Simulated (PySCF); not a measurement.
CH3OS, SMILES C[S]=O, multiplicity 2.

Coordinates come from a ωB97X-D3(BJ)/def2-TZVP optimisation. The isomer is the one that the SMILES or the coordinates give; other isomers of the formula were not compared.

All values below come from PySCF with PBE/def2-TZVPD.

Estimate the frontier levels, dipole moment and polarisability. (An estimate is asked for; the answer gives what the named calculation found.)


```
Item                                                                                                            Result
---------------------------------------------------------------------------------------------  -----------------------
α spin, highest occupied and lowest empty level                                                     -5.32 and -0.70 eV
β spin, highest occupied and lowest empty level                                                     -6.45 and -4.00 eV
dipole moment                                                                                                   2.90 D
quadrupole, principal values (traceless, Buckingham form, about the centre of nuclear charge)    -2.94, 1.11, 1.83 D·Å
mean static polarisability                                                                        40.0 bohr³ (5.92 Å³)
polarisability, principal values                                                                32.0, 38.7, 49.2 bohr³
⟨S²⟩                                                                                           0.753 (pure state 0.75)
```
